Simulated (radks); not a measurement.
Fractional charge and spin in the 3s shell of phosphorus: the spin-up occupation runs from 0 to 1 and the spin-down occupation from 0 to 1; the fullest corner is P2+, [Ne] 3p(up 0.5, down 0.5) 3s(up 1, down 1). Calculated with a radial shooting solver on a logarithmic mesh with Libxc functionals: non-relativistic Kohn-Sham, PBE, spin-polarised, spherical densities, point nucleus. Energy (eV) above the fullest corner. The planes named below are the two flat planes that join the four corners, with an edge along up + down = one added electron.

down \ up       0     0.5       1
0          92.337  64.398  39.440
0.5        64.398  39.913  18.322
1          39.440  18.322   0.000

Corners above the fullest one (they belong to P3+ and the next ion): (up 1, down 0) 39.440 eV, (up 0, down 1) 39.440 eV, (up 0, down 0) 92.337 eV. With half an added electron in each spin the energy lies 0.473 eV from the planes, and with half an added electron in spin up alone -1.491 eV. The planes are only a guide here: the flat-plane condition holds for ground states with one frontier orbital, while this shell lies below other occupied shells, so the corners above the fullest one are inner-hole states and not the ground states of those ions.
